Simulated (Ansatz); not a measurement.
Ansatz (a first-principles code) input (B3LYP-D3(BJ)/def2-TZVP):

Ansatz 0.2 input:
```yaml
crystal:
  periodic: [false, false, false]
  atoms:
    - {symbol: O, position_ang: [-1.21346238, -0.49365401, 0.06991401]}
    - {symbol: S, position_ang: [-0.11286175, 0.45810328, -0.01665189]}
    - {symbol: F, position_ang: [1.27927632, -0.37560225, -0.03254241]}
basis:
  gaussian:
    orbitals: def2-TZVP
hamiltonian:
  xc: b3lyp
  dispersion: d3bj
magnetization: {spin_polarized: true, initial_magnetization: 1}
phonons: {temperatures: {t_min: 298.15, t_max: 298.15, t_step: 100}}
```

Output:

```
Functional definition: B3LYP
integrals: 0.02 GiB planned
578 factors; their error is unknown
mean field: 0.32 GiB planned
mean field evaluation 1: about -15595.0236 eV, gradient 4.4e1 eV
mean field evaluation 2: about -15556.4922 eV, gradient 1.1e2 eV
mean field evaluation 4: about -15600.8588 eV, gradient 1.0e1 eV
mean field evaluation 8: about -15601.1496 eV, gradient 1.3e-1 eV
mean field evaluation 16: about -15601.1831 eV, gradient 1.2e-4 eV
mean field -15601.18305216 eV, -573.3329023051 hartree, gradient 3.1e-5 eV, S^2 0.755260; 0 other end points of the search recorded, 0 dependent functions left out
the calculation of the forces begins
reference -15601.18320997 eV, -573.3329081047 hartree; 17, 16 occupied and 82, 83 virtual orbitals, 578 factors
these checks for a lower state are left out or cut short: stability, starts, cluster_reference, orbital_swaps, neighbouring_geometries, increment
integrals: 0.02 GiB planned
578 factors; their error is unknown
mean field: 0.32 GiB planned
mean field -15601.18296763 eV, -573.3328991988 hartree, gradient 2.5e-6 eV, S^2 0.755253; 0 other end points of the search recorded, 0 dependent functions left out
the calculation of the forces begins
reference -15601.18312541 eV, -573.3329049970 hartree; 17, 16 occupied and 82, 83 virtual orbitals, 578 factors
these checks for a lower state are left out or cut short: stability, starts, cluster_reference, orbital_swaps, neighbouring_geometries, increment
integrals: 0.02 GiB planned
578 factors; their error is unknown
mean field: 0.32 GiB planned
mean field evaluation 32: about -15601.1830 eV, gradient 1.9e-6 eV
mean field -15601.18296998 eV, -573.3328992852 hartree, gradient 1.9e-6 eV, S^2 0.755266; 0 other end points of the search recorded, 0 dependent functions left out
the calculation of the forces begins
reference -15601.18312783 eV, -573.3329050861 hartree; 17, 16 occupied and 82, 83 virtual orbitals, 578 factors
these checks for a lower state are left out or cut short: stability, starts, cluster_reference, orbital_swaps, neighbouring_geometries, increment
integrals: 0.02 GiB planned
578 factors; their error is unknown
mean field: 0.32 GiB planned
mean field -15601.18299022 eV, -573.3329000291 hartree, gradient 2.2e-6 eV, S^2 0.755253; 0 other end points of the search recorded, 0 dependent functions left out
the calculation of the forces begins
reference -15601.18314800 eV, -573.3329058273 hartree; 17, 16 occupied and 82, 83 virtual orbitals, 578 factors
these checks for a lower state are left out or cut short: stability, starts, cluster_reference, orbital_swaps, neighbouring_geometries, increment
integrals: 0.02 GiB planned
578 factors; their error is unknown
mean field: 0.32 GiB planned
mean field -15601.18300236 eV, -573.3329004750 hartree, gradient 2.2e-6 eV, S^2 0.755266; 0 other end points of the search recorded, 0 dependent functions left out
the calculation of the forces begins
reference -15601.18316021 eV, -573.3329062759 hartree; 17, 16 occupied and 82, 83 virtual orbitals, 578 factors
these checks for a lower state are left out or cut short: stability, starts, cluster_reference, orbital_swaps, neighbouring_geometries, increment
integrals: 0.02 GiB planned
578 factors; their error is unknown
mean field: 0.32 GiB planned
mean field -15601.18292777 eV, -573.3328977338 hartree, gradient 1.9e-6 eV, S^2 0.755264; 0 other end points of the search recorded, 0 dependent functions left out
the calculation of the forces begins
reference -15601.18308560 eV, -573.3329035342 hartree; 17, 16 occupied and 82, 83 virtual orbitals, 578 factors
these checks for a lower state are left out or cut short: stability, starts, cluster_reference, orbital_swaps, neighbouring_geometries, increment
integrals: 0.02 GiB planned
578 factors; their error is unknown
mean field: 0.32 GiB planned
mean field -15601.18292504 eV, -573.3328976335 hartree, gradient 8.5e-7 eV, S^2 0.755255; 0 other end points of the search recorded, 0 dependent functions left out
the calculation of the forces begins
reference -15601.18308283 eV, -573.3329034322 hartree; 17, 16 occupied and 82, 83 virtual orbitals, 578 factors
these checks for a lower state are left out or cut short: stability, starts, cluster_reference, orbital_swaps, neighbouring_geometries, increment
integrals: 0.02 GiB planned
578 factors; their error is unknown
mean field: 0.32 GiB planned
mean field evaluation 64: about -15601.1475 eV, gradient 1.9e-1 eV
mean field -15601.18297622 eV, -573.3328995146 hartree, gradient 1.9e-6 eV, S^2 0.755267; 0 other end points of the search recorded, 0 dependent functions left out
the calculation of the forces begins
reference -15601.18313409 eV, -573.3329053159 hartree; 17, 16 occupied and 82, 83 virtual orbitals, 578 factors
these checks for a lower state are left out or cut short: stability, starts, cluster_reference, orbital_swaps, neighbouring_geometries, increment
integrals: 0.02 GiB planned
578 factors; their error is unknown
mean field: 0.32 GiB planned
mean field -15601.18297644 eV, -573.3328995225 hartree, gradient 1.7e-6 eV, S^2 0.755252; 0 other end points of the search recorded, 0 dependent functions left out
the calculation of the forces begins
reference -15601.18313420 eV, -573.3329053203 hartree; 17, 16 occupied and 82, 83 virtual orbitals, 578 factors
these checks for a lower state are left out or cut short: stability, starts, cluster_reference, orbital_swaps, neighbouring_geometries, increment
integrals: 0.02 GiB planned
578 factors; their error is unknown
mean field: 0.32 GiB planned
mean field -15601.18302563 eV, -573.3329013302 hartree, gradient 1.9e-6 eV, S^2 0.755262; 0 other end points of the search recorded, 0 dependent functions left out
the calculation of the forces begins
reference -15601.18318346 eV, -573.3329071303 hartree; 17, 16 occupied and 82, 83 virtual orbitals, 578 factors
these checks for a lower state are left out or cut short: stability, starts, cluster_reference, orbital_swaps, neighbouring_geometries, increment
integrals: 0.02 GiB planned
578 factors; their error is unknown
mean field: 0.32 GiB planned
mean field -15601.18302592 eV, -573.3329013411 hartree, gradient 2.7e-6 eV, S^2 0.755258; 0 other end points of the search recorded, 0 dependent functions left out
the calculation of the forces begins
reference -15601.18318372 eV, -573.3329071400 hartree; 17, 16 occupied and 82, 83 virtual orbitals, 578 factors
these checks for a lower state are left out or cut short: stability, starts, cluster_reference, orbital_swaps, neighbouring_geometries, increment
integrals: 0.02 GiB planned
578 factors; their error is unknown
mean field: 0.32 GiB planned
mean field evaluation 96: about -15601.1830 eV, gradient 6.4e-5 eV
mean field -15601.18302985 eV, -573.3329014853 hartree, gradient 9.9e-7 eV, S^2 0.755258; 0 other end points of the search recorded, 0 dependent functions left out
the calculation of the forces begins
reference -15601.18318765 eV, -573.3329072843 hartree; 17, 16 occupied and 82, 83 virtual orbitals, 578 factors
these checks for a lower state are left out or cut short: stability, starts, cluster_reference, orbital_swaps, neighbouring_geometries, increment
integrals: 0.02 GiB planned
578 factors; their error is unknown
mean field: 0.32 GiB planned
mean field -15601.18301748 eV, -573.3329010308 hartree, gradient 1.2e-6 eV, S^2 0.755261; 0 other end points of the search recorded, 0 dependent functions left out
the calculation of the forces begins
reference -15601.18317531 eV, -573.3329068308 hartree; 17, 16 occupied and 82, 83 virtual orbitals, 578 factors
Total energy: -15601.24184908 eV, -573.3350630520 hartree
Atom 0 at    -1.213462    -0.493654     0.069914 Å, force    -0.000124    -0.000044     0.000007 eV/Å
Atom 1 at    -0.112862     0.458103    -0.016652 Å, force     0.000085     0.000017    -0.000004 eV/Å
Atom 2 at     1.279276    -0.375602    -0.032542 Å, force     0.000039     0.000027    -0.000003 eV/Å
Dipole moment:     0.082666     0.360619    -0.019785 e Å
Vibrations: 392.28 743.10 1220.94 cm⁻¹, zero-point energy 0.146073 eV
```

It need not be the lowest isomer of its formula.
